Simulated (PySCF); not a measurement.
Labels have come off several samples. The candidates:

A. 4-methoxycyclohexene (CO[C@H]1CC=CCC1)
B. SMILES C=C(C)[C@@H]1C[C@@H]1OC
C. `C=C(C(N)=O)C(Cl)(Cl)Cl`
D. `C=C1CC[C@@]1(C)OC`

Spectrum 1. ¹H NMR (300 MHz, computed): δ 5.39 (m, 1H), 5.38 (m, 1H), 3.48 (s, 3H), 2.80 (m, 1H), 2.49 (m, 1H), 2.18 (m, 1H), 1.92 (m, 1H), 1.28 (s, 3H). ¹³C{¹H} NMR (computed): δ 160.0 (C), 116.5 (CH2), 82.2 (C), 52.0 (CH3), 34.6 (CH2), 25.5 (CH2), 22.7 (CH3).

Spectrum 2. ¹H NMR (300 MHz, computed): δ 5.98 (m, 1H), 5.92 (m, 1H), 3.56 (s, 3H), 3.26 (m, 1H), 2.66 (m, 1H), 2.29 (m, 1H), 2.18 (m, 1H), 1.96 (m, 1H), 1.91 (m, 1H), 1.51 (m, 1H). ¹³C{¹H} NMR (computed): δ 135.0 (CH), 132.3 (CH), 80.8 (CH), 58.1 (CH3), 34.6 (CH2), 33.8 (CH2), 30.0 (CH2).

Spectrum 3. ¹H NMR (300 MHz, computed): δ 5.30 (m, 1H), 5.21 (m, 1H), 3.44 (s, 3H), 3.08 (m, 1H), 1.97 (s, 3H), 1.48 (m, 1H), 0.63 (m, 1H), 0.54 (m, 1H). ¹³C{¹H} NMR (computed): δ 154.3 (C), 119.6 (CH2), 60.9 (CH), 60.3 (CH3), 27.8 (CH), 26.4 (CH3), 11.6 (CH2).

Spectrum 4. ¹H NMR (300 MHz, computed): δ 7.25 (br s, 1H), 6.74 (br s, 1H), 6.10 (br, 1H), 5.21 (br, 1H). ¹³C{¹H} NMR (computed): δ 161.2 (C), 150.3 (C), 140.4 (CH2), 120.1 (C).

Equivalent nuclei averaged, gas phase, a single conformation, non-relativistic Hamiltonian. σ from GIAO-PBE0/pcSseg-1; geometry from GFN2-xTB; PySCF 2.14.0 with density-fitted response routines.

δ = σ(ref) − σ, references computed at the same level: ¹H (σ = 31.72 ppm), ¹³C (σ = 186.93 ppm) against TMS. Where no couplings were computed, multiplicities follow the n + 1 count of equivalent neighbours, and m marks all less simple cases (inequivalent or close neighbours, rings, F or P nearby). Acid and N–H amide carbonyl carbons lie up to 10 ppm further downfield in solution (hydrogen bonding). Shifts are as computed. Against solution values, carbons near 30 ppm lie about +3 ppm off and those near 130 ppm about +5 ppm; carbons on Cl a further +6 ppm. Of 1211 compounds with measured shifts, 218 miss one by over three times the rms of a fit or turn the order of signals round; such compounds aren't used in these exercises. Groups on amide-type nitrogens are kept apart (slow C–N rotation). Carbons bonded to Cl come out too deshielded. OH and NH positions are gas-phase values without hydrogen bonding to other molecules.

Q: Which spectrum belongs to which compound?

A: 1–D, 2–A, 3–B, 4–C.

- Spectrum 1 (D): 7 ¹³C signals; δC 160.0 is a fully substituted alkene carbon; δC 116.5 is a terminal =CH2 carbon.
- Spectrum 2 (A): 7 ¹³C signals; δC 135.0 is an alkene CH; δC 132.3 is an alkene CH.
- Spectrum 3 (B): 7 ¹³C signals; δC 154.3 is a fully substituted alkene carbon; δC 119.6 is a terminal =CH2 carbon.
- Spectrum 4 (C): 4 ¹³C signals; δC 161.2 is an amide carbonyl carbon; δC 150.3 is an α carbon of a C=C–C=O unit.
